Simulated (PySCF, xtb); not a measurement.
[5]radialene (C10H10), SMILES C1(C(=C)C(=C)C(C1=C)=C)=C.

GFN2-xTB (xtb) at its own geometry gives an orbital gap of 2.69 eV and a dipole moment of 0.00 D.

Coordinates come from a PBE0-D3(BJ)/def2-SVP optimisation.

Problem. What does ωB97X/def2-SVP in PySCF give? (An estimate is asked for; the answer gives what the named calculation found.)

Solution. gap 8.33 eV (levels -8.48 and -0.14 eV), dipole 0.00 D.
